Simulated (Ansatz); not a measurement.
Li₄H₄. Charge 0, multiplicity 1. Geometry r2SCAN-D4/def2-TZVP; atoms count from 1.

```xyz
8

Li   -0.6150   -0.8307   -1.8696
Li    0.6176    0.8317    1.8670
Li   -0.9247    1.8535   -0.5194
Li    0.9274   -1.8537    0.5188
H     0.2343   -2.0316   -1.0210
H    -0.2360    2.0322    1.0224
H    -1.1674    0.7735   -1.8069
H     1.1638   -0.7749    1.8088
```

Another isomer (singlet) lies 0.46 eV lower at PBE0-D4/def2-TZVP; other spin states weren't run for this one.

Q: Estimate the Mulliken populations from the PBE0/def2-TZVP orbitals of Ansatz.

A: 
| atom | charge (e) |
| --- | --- |
| Li1 | 0.60 |
| Li2 | 0.60 |
| Li3 | 0.60 |
| Li4 | 0.60 |
| H5 | -0.60 |
| H6 | -0.60 |
| H7 | -0.60 |
| H8 | -0.60 |
Mulliken values depend strongly on the basis.
